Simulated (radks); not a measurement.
Question: Coherent X-ray form factor from a spherical all-electron density. Calculated with a radial shooting solver on a logarithmic mesh with Libxc functionals: scalar-relativistic Kohn-Sham, TASK exchange with Perdew-Wang LDA correlation, spin-polarised, spherical densities, finite nucleus; meta-GGA in the generalised Kohn-Sham scheme; Fermi nuclear charge, rms radius of each element as measured or else 0.836 A^(1/3) + 0.57 fm.

sin(theta)/lambda (1/angstrom)  f0 (electrons)
0.05                                    67.711
0.1                                     64.847
0.15                                    61.614
0.2                                     58.257
0.25                                    54.789
0.3                                     51.334
0.4                                     44.965
0.5                                     39.610
0.6                                     35.139
0.8                                     28.089
1                                       23.007
1.25                                    18.856
1.5                                     16.283
2                                       12.794

The species is in the configuration that NIST lists as its ground one. Which atom or ion scatters so?

Answer: Neutral thulium, [Xe] 4f13 6s2. Extrapolating in s^2 from the first two rows gives f0(0) = 68.7, near the electron count 69; among species with that count, the fall with angle is slower the higher Z, and the table is that of Z = 69; from so few rows the species is fixed only to a neighbour or two.
